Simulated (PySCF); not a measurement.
# Rubidium: a sound run and one with changed settings

Sound run: Rb⁺ [Kr], Rb²⁺ [Ar] 3d10 4s2 4p5. Computed with PySCF 2.14 in cc-pVDZ-X2C (6s5p3d, 36 functions), with scalar relativity by spin-free X2C-1e. In the sound run the correlated levels freeze [Ar] 3d10 4s2. The sound run starts from symmetry-adapted Hartree-Fock orbitals and uses a fine grid where one is needed.

Changed run: the non-relativistic Hamiltonian (point nucleus). This setting is unsound on purpose.

```
species   method  sound run (hartree)  changed run (hartree)  converged
    Rb⁺      UHF          -2979.00309            -2913.88648        yes
    Rb⁺    B3LYP          -2980.89009            -2915.77460        yes
    Rb⁺      LDA          -2976.81808            -2911.70318        yes
    Rb⁺      MP2          -2979.01104            -2913.89469        yes
    Rb⁺  CCSD(T)          -2979.01183            -2913.89552        yes
   Rb²⁺      UHF          -2978.00122            -2912.90376        yes
   Rb²⁺    B3LYP          -2979.84714            -2914.75092        yes
   Rb²⁺      LDA          -2975.76807            -2910.67267        yes
   Rb²⁺      MP2          -2978.00518            -2912.90781        yes
   Rb²⁺  CCSD(T)          -2978.00558            -2912.90823        yes
```

Ionisation energy of Rb⁺:

| method | sound run (eV) | changed run (eV) |
| --- | --- | --- |
| UHF | 27.262 | 26.741 |
| B3LYP | 28.380 | 27.856 |
| LDA | 28.572 | 28.042 |
| MP2 | 27.371 | 26.854 |
| SCS-MP2 | 27.362 | 26.845 |
| CCSD | 27.380 | 26.864 |
| CCSD(T) | 27.381 | 26.866 |

Most of the change in total energy is the relativistic energy itself. On top of that the contraction fixes the core shape for the Hamiltonian it was made with, so the changed run is not a good calculation with the other Hamiltonian either.

For comparison, NIST gives 27.290 eV between the lowest levels.
